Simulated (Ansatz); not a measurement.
CoBr2, relaxed as a quartet with UKS PBE0-D4/def2-TZVP in Ansatz, starting from the GFN2-xTB geometry. Force threshold 0.02 eV/Å.

Start:

Cartesian coordinates in Å:
```
Co 0.0005 -0.0002 0.0011
Br -0.0578 -2.0949 0.3438
Br 0.0573 2.0951 -0.3449
```

```json
{"step": "1", "energy (eV)": "-177700.4318", "largest force component (eV/Å)": "1.841", "SCF passes": "76"}
{"step": "2", "energy (eV)": "-177700.6110", "largest force component (eV/Å)": "0.200", "SCF passes": "27"}
{"step": "3", "energy (eV)": "-177700.6137", "largest force component (eV/Å)": "0.027", "SCF passes": "30"}
{"step": "4", "energy (eV)": "-177700.6138", "largest force component (eV/Å)": "0.000", "SCF passes": "18"}
```

Force components are those of the run's own axes.

End:

```xyz
3

Co    0.000    0.000    0.001
Br   -0.061   -2.201    0.361
Br    0.060    2.201   -0.362
```

By distances, no bond broke or formed. The bond that changes most is Co1–Br2, from 2.12 to 2.23 Å (atoms count from 1).

No frequencies were taken in this run, so the end may be a saddle point.

Run time 55 s (2 threads of Arm Neoverse N1 on a shared host), peak host memory 0.56 GiB.
